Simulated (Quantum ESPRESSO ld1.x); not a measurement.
The mean radii <r> (bohr) of the occupied orbitals of an atom or ion are listed with their occupations. All-electron calculation, non-relativistic Kohn-Sham, LDA (Slater exchange, Perdew-Zunger correlation), spin-polarised, spherical densities, point nucleus. Program: ld1.x of Quantum ESPRESSO 7.5.

orbital  occ.      <r>
1s up       1  0.03634
1s down     1  0.03634
2s up       1   0.1589
2s down     1   0.1589
2p up       3   0.1361
2p down     3   0.1361
3s up       1   0.4417
3s down     1   0.4414
3p up       3   0.4363
3p down     3   0.4360
3d up       5   0.4147
3d down     5   0.4142
4s up       1    1.119
4s down     1    1.116
4p up       3    1.216
4p down     2    1.214
4d up       4    1.591
5p up       1    3.258

Name the element and its charge. Open shells, if any, are filled with parallel spins first.

Answer. Z = 42, molybdenum, charge +2: Mo2+ in [Ar] 3d10 4s2 4p5 4d4 5p1. The 1s radius gives Z: for a bare nucleus <r> = 1.5/Z, 0.03571 bohr for Z = 42, and screening makes it slightly larger (0.03634 here). The occupations add up to 40, and the charge is Z minus that.
